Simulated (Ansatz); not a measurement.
Correlation energies of CH₉NOSi₂ (`CO[SiH2]N[SiH3]`) by basis set

Z-matrix (Å, degrees):
```
C
O 1 1.407
H 1 1.097 2 111.7
H 1 1.091 2 108.4 3 119.3
H 1 1.096 2 111.5 3 -121.5
Si 2 1.643 1 122.6 3 53.8
N 6 1.710 2 110.2 1 -173.0
H 6 1.487 2 108.3 1 -53.1
H 6 1.488 2 109.8 1 67.7
Si 7 1.728 6 127.0 2 76.6
H 7 1.010 6 115.6 2 -92.2
H 10 1.488 7 110.9 6 132.8
H 10 1.484 7 106.7 6 13.3
H 10 1.488 7 112.7 6 -106.6
```

The species carries charge 0 and has multiplicity 1. The structure was optimised at the PBE0-D4/def2-TZVP level. It is one conformer, not always the lowest. Frozen core, restricted reference, the Gaussian-basis code of Ansatz. CBS rows extrapolate triple and quadruple zeta; past MP2 they add the triple-zeta difference.

| basis | HF (Eh) | MP2 corr. |
| --- | --- | --- |
| def2-TZVPP | -750.47492 | -0.87363 |
| def2-QZVPP | -750.50252 | -0.93792 |

(1) Estimate the CCSD correlation energy and the (T) correction in each basis where they were run (hartree).

Answers

(1) 
```json
{"basis": "def2-TZVPP", "CCSD corr.": "-0.92991", "(T)": "-0.03311"}
{"basis": "CBS(def2)", "CCSD corr.": "-1.04182", "(T)": "as TZ"}
```
